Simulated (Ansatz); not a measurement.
Consider the redistribution: `C[O][Ge][Cl]` + `C[N](C)[In]([Cl])[Cl]` → `C[N](C)[Ge][Cl]` + `C[O][In]([Cl])[Cl]`.

Gas-phase electronic energies from Ansatz, PBE0-D4/def2-TZVP geometries. CBS: MP2 limit from def2 TZ/QZ plus the TZ coupled-cluster correction, frozen cores. DFT in def2-TZVPP. def2 core potentials past Kr. For Ge, In outer-core shells are correlated without core-valence functions, which leaves a few kJ/mol of doubt a bond. Scalar relativity is left out up to krypton. One conformer a species, not always the lowest.

```csv
species,PBE-D4 energy (Eh)
`C[O][Ge][Cl]`,-2651.83619
`C[N](C)[In]([Cl])[Cl]`,-1244.74552
`C[N](C)[Ge][Cl]`,-2671.23192
`C[O][In]([Cl])[Cl]`,-1225.34870
```

**Question.** Work out ΔE.

**Answer.** ΔE = (-2671.23192) + (-1225.34870) − (-2651.83619) − (-1244.74552) = 0.00109 Eh = +2.9 kJ/mol. CCSD(T)/CBS gives +5.5 kJ/mol.

Largest T1 diagnostic among the species: 0.015.

In def2-TZVPP, CCSD(T) changes the Hartree–Fock value by −6.4 kJ/mol (the triples alone add −1.9 kJ/mol) and MP2 by −5.6 kJ/mol. From BLYP to BHLYP (50 % exact exchange), in def2-TZVPP and without D4, ΔE moves by +4.4 kJ/mol.
